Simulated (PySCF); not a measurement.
# Al: excitation energy

Al [Ne] 3s2 3p1 (2P) → Al [Ne] 3s1 3p2 (4P), as a difference of total energies. Computed with PySCF 2.14 in dyall-av2z, with no relativity, point nucleus. Correlated levels: valence: [Ne] frozen; virtual orbitals above 40 to 60 times the deepest correlated orbital energy dropped. The calculations carry no spin-orbit coupling.

Order these methods by the excitation energy they give, lowest first.
A. MP2 (valence)
B. UHF
C. CCSD(T) (valence)
D. SCS-MP2 (valence)

B (2.414 eV), A (3.069 eV), D (3.329 eV), C (3.411 eV).

Errors of the correlated levels include the incompleteness of this basis and the frozen core.

For comparison: 3.598 eV (measured; NIST levels, between the centres of gravity of the two terms).
